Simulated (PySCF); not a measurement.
A PySCF script (with the pyscf-properties extension) for the NMR shieldings of SMILES CC(C)[C@@H]1C=CC[Si@H]1C, C₈H₁₆Si, on a GFN2-xTB geometry:

```python
import basis_set_exchange as bse
import numpy as np
from pyscf import gto, dft
from pyscf.prop import nmr

atoms = """
C     2.139296    1.031470    0.079126
C     1.506011   -0.347471   -0.091409
C     2.377826   -1.386898    0.613913
C     0.067008   -0.334877    0.447798
C    -0.632853   -1.658818    0.310901
C    -1.824619   -1.714613   -0.257626
C    -2.455102   -0.453837   -0.765271
Si   -1.120924    0.873908   -0.454859
C    -1.699954    2.314394    0.638235
H     3.157150    1.034326   -0.305057
H     2.172464    1.301112    1.132895
H     1.570345    1.791676   -0.450092
H     1.472124   -0.590335   -1.159552
H     3.403179   -1.323423    0.254368
H     2.380866   -1.213213    1.688629
H     2.021582   -2.396095    0.427642
H     0.131754   -0.101417    1.518416
H    -0.156439   -2.542524    0.709715
H    -2.372048   -2.641676   -0.360843
H    -3.387120   -0.265890   -0.228732
H    -2.725883   -0.566239   -1.815674
H    -0.576271    1.374095   -1.728844
H    -0.871237    2.962332    0.904436
H    -2.151870    1.958390    1.559490
H    -2.436220    2.919766    0.120224
"""
names = dict.fromkeys(["C", "Si", "H"], "pcSseg-1")
basis = {el: gto.basis.parse(bse.get_basis(n, elements=[el], fmt="nwchem")) for el, n in names.items()}
mol = gto.M(atom=atoms, basis=basis, charge=0, verbose=0)
mf = dft.RKS(mol, xc="PBE0")
mf.grids.level = 2
mf.grids.alignment = dft.numint.BLKSIZE   # the property module wants whole blocks of grid points
mf.conv_tol = 1e-9
mf.kernel()

calc = nmr.RKS(mf)   # GIAO
C = mf.mo_coeff
Co = C[:, mf.mo_occ > 0]
resp = mf.gen_response(singlet=True, hermi=2)
def vind(x):   # induced exchange potential for any number of trial vectors
    d = np.einsum("pi,xij,qj->xpq", C, 2 * x.reshape(-1, C.shape[1], Co.shape[1]), Co, optimize=True)
    return np.einsum("xpq,pi,qj->xij", resp(d - d.transpose(0, 2, 1)), C, Co, optimize=True).ravel()
mo1, _ = nmr.rhf.solve_mo1(calc, with_cphf=vind)
sigma = calc.kernel(mo1)
for i, s in enumerate(sigma):   # ppm
    w = np.linalg.eigvalsh((s + s.T) / 2)
    print("%2d %-2s iso %8.1f  s11 %8.1f  s22 %8.1f  s33 %8.1f" % (i, mol.atom_pure_symbol(i), w.mean(), *w))
```

Q: Give the expected output.

A: 
```
 0 C  iso    159.6  s11    140.3  s22    152.8  s33    185.8
 1 C  iso    151.2  s11    144.0  s22    148.4  s33    161.2
 2 C  iso    162.0  s11    144.5  s22    155.6  s33    186.1
 3 C  iso    140.2  s11    127.3  s22    141.7  s33    151.5
 4 C  iso     44.6  s11    -66.7  s22     62.5  s33    137.9
 5 C  iso     49.0  s11    -58.2  s22     65.0  s33    140.2
 6 C  iso    166.8  s11    154.1  s22    159.4  s33    186.9
 7 Si iso    350.1  s11    309.3  s22    352.0  s33    389.1
 8 C  iso    190.2  s11    187.2  s22    190.3  s33    193.3
 9 H  iso     30.6  s11     25.9  s22     28.0  s33     37.8
10 H  iso     31.0  s11     28.2  s22     29.1  s33     35.7
11 H  iso     30.5  s11     25.2  s22     30.8  s33     35.6
12 H  iso     30.4  s11     27.2  s22     29.7  s33     34.4
13 H  iso     30.6  s11     26.0  s22     28.2  s33     37.7
14 H  iso     31.1  s11     28.0  s22     28.9  s33     36.5
15 H  iso     30.0  s11     24.5  s22     29.2  s33     36.3
16 H  iso     30.3  s11     28.2  s22     29.7  s33     33.1
17 H  iso     25.5  s11     22.5  s22     24.8  s33     29.2
18 H  iso     25.7  s11     23.0  s22     26.1  s33     27.9
19 H  iso     30.3  s11     25.9  s22     28.2  s33     36.8
20 H  iso     30.0  s11     25.8  s22     27.2  s33     36.9
21 H  iso     27.2  s11     24.1  s22     26.2  s33     31.4
22 H  iso     31.4  s11     26.2  s22     30.0  s33     38.1
23 H  iso     31.6  s11     27.3  s22     29.3  s33     38.1
24 H  iso     31.4  s11     26.6  s22     28.1  s33     39.6
```

These numbers come from an equivalent density-fitted implementation of the same equations, which agrees with the script to about 0.01 ppm for H and up to a few tenths of a ppm for heavy atoms, so last digits may differ.

Q: Turn these shieldings into chemical shifts. Scale: TMS for $^{13}$C (186.93 ppm), $^{29}$Si (349.16 ppm), $^{1}$H (31.72 ppm) (reference shieldings calculated alike).

A: Averaging equivalent atoms: C 4: 142.4; C 5: 137.9; C 3: 46.7; C 1: 35.7; C 0: 27.3; C 2: 24.9; C 6: 20.1; C 8: -3.3; Si 7: -1.0; H 17: 6.21; H 18: 6.06; H 21: 4.49; H 20: 1.76; H 19: 1.44; H 16: 1.37; H 12: 1.30; H 13/14/15: 1.13; H 9/10/11: 1.01; H 22/23/24: 0.24 ppm. 

Size and cost of the density-fitted run: 240 basis functions, 56 s wall time on 1 thread of an Arm Neoverse V1, shared host; peak memory 1.1 GiB.
